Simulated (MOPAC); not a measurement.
Spectroscopic constants of BeS-, multiplicity 2 (lowest of 2S+1 = 2, 4 at CCSD(T)/def2-TZVPP on PBE0 minima; our sources give no spin for the ground state, which may be another).

The constants come from a fifth-degree fit in 1/R (seven points, main isotopes). In def2 and cc sets the state is the lowest found near the PBE0 minimum, followed along R.

The state that PM6 reach isn't checked.

The values were computed with MOPAC for PM6 (differences of heats of formation). 

Energies at PM6:

```tsv
R (Å)	E (hartree)
1.686447	0.04853222
1.731781	0.03900931
1.773489	0.03275057
1.820637	0.02813797
1.867785	0.02574127
1.922186	0.02526515
1.985655	0.02722106
```

### Question
With a reduced mass of 7.0305 u, find the minimum, the force constant and the constants.

### Answer
A fifth-degree polynomial in 1/R puts the minimum at r_e = 1.9064 Å with force constant 314 N/m. Then ω_e = (1/2πc)√(k/μ) = 870 cm⁻¹ and B_e = h/(8π²cμr_e²) = 0.6598 cm⁻¹; the cubic and quartic terms give α_e = 0.0044 and ω_e x_e = 3.7 cm⁻¹.
